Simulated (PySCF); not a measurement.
## SnF⁻: one state, many levels of theory

State: ³Σ⁻ (triplet), unpaired electrons π ↑↑. Set-up: PySCF, scalar-relativistic core potentials, basis sets Sn aug-cc-pVDZ-PP with ECP28, F aug-cc-pVDZ. De refers to Sn + F⁻ in their high-spin ground configurations, without counterpoise correction. The functionals are run spin-unrestricted. A positive dipole points towards F; it is taken about the centre of mass and depends on that origin.

| Level | Re (Å) | ωe (cm⁻¹) | De (eV) | μ (D) |
| --- | --- | --- | --- | --- |
| UHF | 2.039 | 469 | n/a | -1.73 |
| UHF-MP2 | 2.067 | 447 | 2.69 | n/a |
| UHF-SCS-MP2 | 2.072 | 442 | 2.62 | n/a |
| PBE | 2.091 | 426 | 2.80 | -1.75 |
| BLYP | 2.109 | 411 | 2.61 | -1.93 |
| r²SCAN | 2.060 | 452 | 2.97 | -1.61 |
| TPSSh | 2.069 | 446 | 2.85 | -1.66 |
| B3LYP | 2.081 | 433 | 2.66 | -1.93 |
| PBE0 | 2.062 | 450 | 2.82 | -1.74 |
| LC-ωPBE | 2.062 | 451 | 2.68 | -1.85 |

Q: What does a quarter of exact exchange do here, going from PBE to PBE0?

A: PBE0 less PBE: -2.9 pm in Re, +5.6 % in ωe, +0.02 eV in De. Exact exchange removes part of the self-interaction that spreads semilocal densities, and in most molecules shortens and stiffens the bond and lowers De; here De goes the other way.

Q: What does the three-parameter hybrid form, with a fifth of exact exchange, do here, going from BLYP to B3LYP?

A: B3LYP less BLYP: -2.8 pm in Re, +5.4 % in ωe, +0.05 eV in De. Exact exchange removes part of the self-interaction that spreads semilocal densities, and in most molecules shortens and stiffens the bond and lowers De; here De goes the other way.

Q: What does second-order correlation do here, going from UHF to UHF-MP2?

A: UHF-MP2 less UHF: +2.8 pm in Re, -4.7 % in ωe. Correlation nearly always deepens the well. The bond lengthens, as in strong covalent bonds, where excitations into antibonding orbitals dominate.

Correlated steps freeze 5 core orbitals. Correlated levels converge slowly with the basis: in double zeta they bind strong bonds too weakly, by up to about 1 eV, and carry superposition errors of some tenths. Spin–orbit coupling is left out, which matters for elements this heavy, above all for dissociation energies. For an ion De counts to the pair picked by the measured ionisation energies or electron affinities, which need not be the lowest pair at this level. The highest Kohn–Sham level is positive in this anion. Much of that is self-interaction error, but it also means that the finite basis helps to hold the extra electron. The state is the lowest determinant that a PBE0 search found; another state may lie lower at other levels.

The whole job (state search and all levels along the bond) took about 2.6 min on 1 thread of Arm Neoverse V1 (shared host), peak memory 0.76 GiB.
